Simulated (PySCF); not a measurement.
Predicted microwave data (PBE0/pcSseg-1 in PySCF (dipole) on a GFN2-xTB geometry, gas phase) for one isomer of C5H10N2Si2:

- Rotational constants: A = 1729, B = 653.7, C = 520.2 MHz
- Dipole components: |μa| = 2.81 D, |μb| = 1.74 D, |μc| = 0.61 D
- Inertial defect: -94.02 u·Å²
- κ: -0.78

Question: Which structure is it? (One computed conformer of each.)
A. `[SiH3:1][NH:2][SiH2:3][c:4]1[cH:5][cH:6][cH:7][cH:8][n:9]1` with Si1–N2–Si3–C4 -171°, N2–Si3–C4–C5 -173°
B. `[N:1]#[C:2][CH2:3][CH2:4][CH2:5][SiH2:6][SiH2:7][C:8]#[N:9]` with C2–C3–C4–C5 64°, C3–C4–C5–Si6 -179°, C4–C5–Si6–Si7 -178°, C5–Si6–Si7–C8 56°
C. `[CH:1]#[C:2][SiH2:3][NH:4][CH2:5][CH2:6][SiH2:7][C:8]#[N:9]` with C2–Si3–N4–C5 67°, Si3–N4–C5–C6 -72°, N4–C5–C6–Si7 -56°, C5–C6–Si7–C8 -172°

Answer: C. It is C#C[SiH2]NCC[SiH2]C#N, an asymmetric top, point group C1. The candidates at the same level (rigid rotor, commonest isotopes):

| SMILES | A (MHz) | B (MHz) | C (MHz) | μa (D) | μb (D) | μc (D) | Δ (u·Å²) | point group | rotor |
| --- | --- | --- | --- | --- | --- | --- | --- | --- | --- |
| [SiH3]N[SiH2]c1ccccn1 | 3553 | 540.7 | 474.7 | 2.76 | 0.22 | 0.02 | -12.24 | – | near-prolate asymmetric top |
| N#CCCC[SiH2][SiH2]C#N | 1838 | 449.2 | 421.2 | 0.33 | 3.81 | 1.87 | -200.09 | C1 | near-prolate asymmetric top |
| C#C[SiH2]NCC[SiH2]C#N | 1729 | 653.7 | 520.2 | 2.81 | 1.74 | 0.61 | -94.02 | C1 | asymmetric top |

`N#CCCC[SiH2][SiH2]C#N` has B 31 % too low; `[SiH3]N[SiH2]c1ccccn1` has A 106 % too high. No structure here is proved a minimum.
